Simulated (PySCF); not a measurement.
Isomers of C6H11N, from PySCF 2.14.0, PBE0-D3(BJ)/def2-SVP geometry optimisation, gas phase. One conformer each, no zero-point energy, no frequencies.

Question: Which is lower in electronic energy at this level?
A. `[CH3:1][C:2]([CH3:3])=[N:4][CH:5]1[CH2:6][CH2:7]1` with C2–N4–C5–C6 147°: A = 5855, B = 1491, C = 1332 MHz, dipole 1.73 D
B. `[NH:1]=[C:2]1[CH2:3][CH2:4][CH2:5][CH2:6][CH2:7]1` with N1–C2–C3–C4 -128°, C2–C3–C4–C5 -53°, C3–C4–C5–C6 56°, C4–C5–C6–C7 -56°: A = 4193, B = 2504, C = 1760 MHz, dipole 2.42 D

Answer: B. That is `N=C1CCCCC1`, 28.6 kcal/mol below the other.

```
      SMILES                                      mapped SMILES      E (Eh)  relative (kcal/mol)  relative (kJ/mol)  dipole (D)
  N=C1CCCCC1  [NH:1]=[C:2]1[CH2:3][CH2:4][CH2:5][CH2:6][CH2:7]1  -289.47129                  0.0                0.0        2.42
CC(C)=NC1CC1  [CH3:1][C:2]([CH3:3])=[N:4][CH:5]1[CH2:6][CH2:7]1  -289.42570                 28.6              119.7        1.73
```

As drawn, the lower has an N–H bond, which the higher lacks; the higher has a three-membered ring, which the lower lacks.
